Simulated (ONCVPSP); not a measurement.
## gold, ONCV: configuration errors across variants

- Element: gold
- Generator: ONCVPSP 4.0.1
- Type: optimised norm-conserving Vanderbilt (ONCV)
- Functional: PBE
- Relativity: scalar-relativistic
- Frozen core: [Kr] 4d10 4f14
- Valence charge: 19
- Reference configuration: 5s2 5p6 5d10 6s0.5 6p0.5
- Partial waves: 5s+6s: rc 1.35 bohr, ncon 4, nbas 9, qcut 7.9 1/bohr, 2 projectors; 5p+6p: rc 1.95 bohr, ncon 5, nbas 9, qcut 7.7 1/bohr, 2 projectors; 5d: rc 1.60 bohr, ncon 4, nbas 8, qcut 5.1 1/bohr, 2 projectors, debl 2.7 Ha
- Local potential: polynomial inside 1.15 bohr (lpopt 4, dvloc0 0 Ha)
- Core correction: Teter function, fcfact 2.25, rcfact 1.4

All-electron excitation energies from the reference (eV): (1) 5s2 5p6 5d10 6s1 6p0 -2.553; (2) 5s2 5p6 5d10 6s0 6p0 6.856; (3) 5s2 5p6 5d9 6s2 6p0 -0.860.

2 further variants failed, have other tests or another functional or relativity, and are left out.

A true bound ghost makes a file unfit for plane-wave use even where its test errors are small: the radial tests pick states by their node count and pass the ghost by.

Errors AE − PS in meV (a dash: test not solved or not reliable):

```tsv
change	(1)	(2)	(3)	bound ghosts	GHOST(+) flags above zero
base	+0.7	-2.6	+11	d	s, d
p: nproj 3	+0.7	-2.6	+11	d	s, d
s: qcut 5.8; p: qcut 5.7; d: qcut 3.8	+0.5	-3.2	-2.0	none	s
core correction Teter function, fcfact 5.7, rcfact 1.4	+0.7	-2.8	+9.6	d	s, d
d: qcut 4.7	+0.7	-2.7	+1.3	none	s
d: rc 1.2	+0.6	-3.0	-0.5	none	s
core correction none	+0.8	-2.4	+12	d	s, d
```

Task: Give the same row for: local potential polynomial inside 1.25 bohr (lpopt 5, dvloc0 1 Ha).

Result: +0.7, -2.8, -0.4; bound ghosts: none; GHOST(+) flags above zero: s, d.
